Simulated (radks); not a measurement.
Problem. Species: Sb+. Configuration: [Kr] 4d10 5s2 5p2. Calculated with a radial shooting solver on a logarithmic mesh with Libxc functionals: Dirac Kohn-Sham, LDA (Slater exchange, Perdew-Wang correlation), spin-unpolarised, spherical densities, point nucleus; open shells are shared between the two j in proportion to 2j + 1. Some entries of the table are withheld. Estimate them.

| orbital | occ. | eigenvalue (hartree) | <1/r> (bohr^-1) | r(max) (bohr) |
|---|---|---|---|---|
| 1s1/2 | 2 | -1111.990 | 54.28 | 0.01836 |
| 2s1/2 | 2 | -169.4627 | 12.61 | 0.1039 |
| 2p1/2 | 2 | -158.6434 | 12.60 | 0.07984 |
| 2p3/2 | 4 | -149.4023 | 11.70 | 0.08446 |
| 3s1/2 | 2 | -33.45971 | 4.469 | 0.3005 |
| 3p1/2 | 2 | (1) | (2) | 0.2867 |
| 3p3/2 | 4 | (3) | (4) | 0.2971 |
| 3d3/2 | 4 | -19.47426 | (5) | 0.2423 |
| 3d5/2 | 6 | -19.11957 | (6) | 0.2453 |
| 4s1/2 | 2 | (7) | 1.775 | 0.7225 |
| 4p1/2 | 2 | (8) | 1.660 | 0.7451 |
| 4p3/2 | 4 | (9) | 1.587 | 0.7700 |
| 4d3/2 | 4 | -1.57369 | 1.308 | 0.8415 |
| 4d5/2 | 6 | -1.52758 | 1.289 | 0.8509 |
| 5s1/2 | 2 | -0.76957 | 0.6041 | 1.866 |
| 5p1/2 | 0.666667 | (10) | 0.4964 | 2.180 |
| 5p3/2 | 1.33333 | (11) | 0.4753 | 2.269 |

Solution. 
(1) 3p1/2 eigenvalue (hartree): -29.03040
(2) 3p1/2 <1/r> (bohr^-1): 4.382
(3) 3p3/2 eigenvalue (hartree): -27.32569
(4) 3p3/2 <1/r> (bohr^-1): 4.159
(5) 3d3/2 <1/r> (bohr^-1): 4.011
(6) 3d5/2 <1/r> (bohr^-1): 3.954
(7) 4s1/2 eigenvalue (hartree): -5.76772
(8) 4p1/2 eigenvalue (hartree): -4.26719
(9) 4p3/2 eigenvalue (hartree): -3.94827
(10) 5p1/2 eigenvalue (hartree): -0.46869
(11) 5p3/2 eigenvalue (hartree): -0.44059
